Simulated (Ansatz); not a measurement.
Ansatz (an electronic-structure program) input (B3LYP-D3(BJ)/def2-TZVP):

Ansatz 0.2 input:
```yaml
crystal:
  periodic: [false, false, false]
  atoms:
    - {symbol: Re, position_ang: [-0.03976755, -0.06843767, 0.00094718]}
    - {symbol: F, position_ang: [1.76553616, 0.49429607, -0.00707260]}
    - {symbol: F, position_ang: [-0.44487969, 1.77847803, -0.02438282]}
    - {symbol: F, position_ang: [-0.98926026, -1.70246021, 0.02356222]}
basis:
  gaussian:
    orbitals: def2-TZVP
hamiltonian:
  xc: b3lyp
  dispersion: d3bj
magnetization: {spin_polarized: true, initial_magnetization: 4}
phonons: {temperatures: {t_min: 298.15, t_max: 298.15, t_step: 100}}
```

Output:

```
Functional definition: B3LYP
integrals: 0.04 GiB planned
845 factors; their error is unknown
mean field: 0.57 GiB planned
mean field evaluation 1: about -10281.0948 eV, gradient 4.4e1 eV
mean field evaluation 2: about -10203.3314 eV, gradient 1.6e2 eV
mean field evaluation 4: about -10286.3828 eV, gradient 1.0e1 eV
mean field evaluation 8: about -10286.6833 eV, gradient 1.9e-1 eV
mean field evaluation 16: about -10286.7140 eV, gradient 5.2e-4 eV
mean field -10286.71403296 eV, -378.0297681262 hartree, gradient 4.9e-5 eV, S^2 6.007584; 0 other end points of the search recorded, 0 dependent functions left out
the calculation of the forces begins
reference -10286.71424820 eV, -378.0297760360 hartree; 23, 19 occupied and 110, 114 virtual orbitals, 845 factors
these checks for a lower state are left out or cut short: stability, starts, cluster_reference, orbital_swaps, neighbouring_geometries, increment
integrals: 0.04 GiB planned
845 factors; their error is unknown
mean field: 0.58 GiB planned
mean field -10286.71393923 eV, -378.0297646815 hartree, gradient 1.4e-6 eV, S^2 6.007573; 0 other end points of the search recorded, 0 dependent functions left out
the calculation of the forces begins
reference -10286.71415446 eV, -378.0297725912 hartree; 23, 19 occupied and 110, 114 virtual orbitals, 845 factors
these checks for a lower state are left out or cut short: stability, starts, cluster_reference, orbital_swaps, neighbouring_geometries, increment
integrals: 0.04 GiB planned
845 factors; their error is unknown
mean field: 0.58 GiB planned
mean field evaluation 32: about -10286.7139 eV, gradient 1.4e-6 eV
mean field -10286.71394357 eV, -378.0297648412 hartree, gradient 1.4e-6 eV, S^2 6.007595; 0 other end points of the search recorded, 0 dependent functions left out
the calculation of the forces begins
reference -10286.71415881 eV, -378.0297727511 hartree; 23, 19 occupied and 110, 114 virtual orbitals, 845 factors
these checks for a lower state are left out or cut short: stability, starts, cluster_reference, orbital_swaps, neighbouring_geometries, increment
integrals: 0.04 GiB planned
845 factors; their error is unknown
mean field: 0.58 GiB planned
mean field -10286.71402297 eV, -378.0297677591 hartree, gradient 3.0e-6 eV, S^2 6.007592; 0 other end points of the search recorded, 0 dependent functions left out
the calculation of the forces begins
reference -10286.71423816 eV, -378.0297756670 hartree; 23, 19 occupied and 110, 114 virtual orbitals, 845 factors
these checks for a lower state are left out or cut short: stability, starts, cluster_reference, orbital_swaps, neighbouring_geometries, increment
integrals: 0.04 GiB planned
845 factors; their error is unknown
mean field: 0.58 GiB planned
mean field -10286.71401493 eV, -378.0297674635 hartree, gradient 1.3e-6 eV, S^2 6.007576; 0 other end points of the search recorded, 0 dependent functions left out
the calculation of the forces begins
reference -10286.71423022 eV, -378.0297753751 hartree; 23, 19 occupied and 110, 114 virtual orbitals, 845 factors
these checks for a lower state are left out or cut short: stability, starts, cluster_reference, orbital_swaps, neighbouring_geometries, increment
integrals: 0.04 GiB planned
845 factors; their error is unknown
mean field: 0.58 GiB planned
mean field -10286.71400374 eV, -378.0297670524 hartree, gradient 1.4e-6 eV, S^2 6.007598; 0 other end points of the search recorded, 0 dependent functions left out
the calculation of the forces begins
reference -10286.71421893 eV, -378.0297749602 hartree; 23, 19 occupied and 110, 114 virtual orbitals, 845 factors
these checks for a lower state are left out or cut short: stability, starts, cluster_reference, orbital_swaps, neighbouring_geometries, increment
integrals: 0.04 GiB planned
845 factors; their error is unknown
mean field: 0.57 GiB planned
mean field -10286.71398474 eV, -378.0297663541 hartree, gradient 3.0e-6 eV, S^2 6.007570; 0 other end points of the search recorded, 0 dependent functions left out
the calculation of the forces begins
reference -10286.71420003 eV, -378.0297742659 hartree; 23, 19 occupied and 110, 114 virtual orbitals, 845 factors
these checks for a lower state are left out or cut short: stability, starts, cluster_reference, orbital_swaps, neighbouring_geometries, increment
integrals: 0.04 GiB planned
845 factors; their error is unknown
mean field: 0.58 GiB planned
mean field evaluation 64: about -10286.6812 eV, gradient 6.2e-1 eV
mean field -10286.71399442 eV, -378.0297667097 hartree, gradient 2.8e-6 eV, S^2 6.007576; 0 other end points of the search recorded, 0 dependent functions left out
the calculation of the forces begins
reference -10286.71420975 eV, -378.0297746230 hartree; 23, 19 occupied and 110, 114 virtual orbitals, 845 factors
these checks for a lower state are left out or cut short: stability, starts, cluster_reference, orbital_swaps, neighbouring_geometries, increment
integrals: 0.04 GiB planned
845 factors; their error is unknown
mean field: 0.57 GiB planned
mean field -10286.71401393 eV, -378.0297674266 hartree, gradient 2.9e-6 eV, S^2 6.007593; 0 other end points of the search recorded, 0 dependent functions left out
the calculation of the forces begins
reference -10286.71422906 eV, -378.0297753328 hartree; 23, 19 occupied and 110, 114 virtual orbitals, 845 factors
Total energy: -10286.80992394 eV, -378.0332920545 hartree
Atom 0 at    -0.039768    -0.068438     0.000947 Å, force    -0.000585    -0.001007     0.000014 eV/Å
Atom 1 at     1.765536     0.494296    -0.007073 Å, force    -0.000217     0.000770    -0.000011 eV/Å
Atom 2 at    -0.444880     1.778478    -0.024383 Å, force     0.000776     0.000192    -0.000003 eV/Å
Atom 3 at    -0.989260    -1.702460     0.023562 Å, force     0.000026     0.000045    -0.000001 eV/Å
Dipole moment:    -0.155611    -0.267797     0.003706 e Å
Vibrations: 111.83 149.39 262.81 620.82 642.87 677.38 cm⁻¹, zero-point energy 0.152817 eV
```

The spin state was set by rule; other spins were not relaxed.
